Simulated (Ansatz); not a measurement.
C₃H₉Ge, doublet, geometry from GFN2-xTB; B3LYP/STO-3G (Ansatz, a quantum-chemistry and plane-wave program).

Here is a job for Ansatz.
Ansatz 0.2 input:
```yaml
crystal:
  periodic: [false, false, false]
  atoms:
    - {symbol: C, position_ang: [2.34158793, 1.08833734, -0.23254345]}
    - {symbol: C, position_ang: [1.81308624, -0.21245295, 0.23514570]}
    - {symbol: C, position_ang: [0.57128543, -0.28375438, 0.99009097]}
    - {symbol: Ge, position_ang: [-1.07453076, -0.17696050, -0.19641555]}
    - {symbol: H, position_ang: [3.39174683, 1.01031274, -0.50702840]}
    - {symbol: H, position_ang: [2.22969830, 1.85358314, 0.53682327]}
    - {symbol: H, position_ang: [1.79497394, 1.44449263, -1.11790682]}
    - {symbol: H, position_ang: [2.22200223, -1.11630520, -0.18495243]}
    - {symbol: H, position_ang: [0.48513465, -1.22031642, 1.54291825]}
    - {symbol: H, position_ang: [0.47778719, 0.54938448, 1.69008991]}
    - {symbol: H, position_ang: [-1.12861210, -1.30931318, -1.17636722]}
    - {symbol: H, position_ang: [-1.06910268, 1.07790469, -1.01600632]}
    - {symbol: H, position_ang: [-2.37440174, -0.17978707, 0.56156785]}
basis:
  gaussian:
    orbitals: STO-3G
hamiltonian:
  xc: b3lyp
magnetization: {spin_polarized: true, initial_magnetization: 1}
```

What the program printed (banner, timings and long lists left out):

```
Functional definition: B3LYP
514 factors; integrals over basis functions are off by at most 3.9e-5 eV
mean field evaluation 1: about -59054.2800 eV, gradient 5.7e1 eV
mean field evaluation 2: about -59041.2744 eV, gradient 5.9e1 eV
mean field evaluation 4: about -59084.4471 eV, gradient 5.0e0 eV
mean field evaluation 8: about -59084.6442 eV, gradient 5.7e-2 eV
mean field evaluation 16: about -59084.5871 eV, gradient 5.5e-5 eV
mean field -59084.58710168 eV, -2171.3185270150 hartree, gradient 5.5e-5 eV, S^2 0.754146; 0 other end points of the search recorded, 0 dependent functions left out
reference -59084.58730176 eV, -2171.3185343680 hartree; 30, 29 occupied and 12, 13 virtual orbitals, 514 factors
Total energy: -59084.58730176 eV, -2171.3185343680 hartree
```
